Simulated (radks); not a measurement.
Ionisation of the ruthenium ion Ru2+, [Kr] 4d6, to [Kr] 4d5 as the strength of local exchange is varied. All-electron calculation, scalar-relativistic Kohn-Sham, Slater X-alpha exchange (alpha = 2/3 is LDA exchange), no correlation, spin-polarised, spherical densities, finite nucleus; open shells are filled with parallel spins first (spin-orbit coupling, left out, can overturn this in heavy ions); Fermi nuclear charge, rms radius 4.4809 fm. Program: a radial shooting solver on a logarithmic mesh with Libxc functionals.

alpha	E(Ru2+) (hartree)	exchange (hartree)	IE (eV)	-e of the level emptied (eV)	<r> of it (bohr)
0.654	-4518.97927	-121.89124	26.703	20.751 (4d)	1.559
0.657	-4519.53942	-122.46519	26.746	20.790 (4d)	1.558
0.667	-4521.40707	-124.37934	26.888	20.923 (4d)	1.554
0.731	-4533.37790	-136.66533	27.815	21.788 (4d)	1.531
1.025	-4588.76470	-193.88921	32.421	26.138 (4d)	1.436

NIST Atomic Spectra Database: 28.470 eV (semi-empirical). The Delta-SCF value meets it near alpha = 0.77. Open shells are spherical and high-spin; term and fine-structure splittings are not resolved.
